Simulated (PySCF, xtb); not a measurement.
C2H3Cl2FSi, SMILES [SiH3]C(F)=C(Cl)Cl.

xtb with GFN2-xTB at its own geometry gives an orbital gap of 3.83 eV and a dipole moment of 2.00 D.

Coordinates come from a B3LYP-D3(BJ)/def2-SVP optimisation. The structure was generated by enumeration, and PubChem lists no compound with its InChIKey, so it may never have been made.

**Question.** What does CAM-B3LYP/def2-TZVP (PySCF) give? (An estimate is asked for; the answer gives what the named calculation found.)

**Answer.** gap 8.75 eV (levels -8.71 and 0.04 eV), dipole 1.29 D.
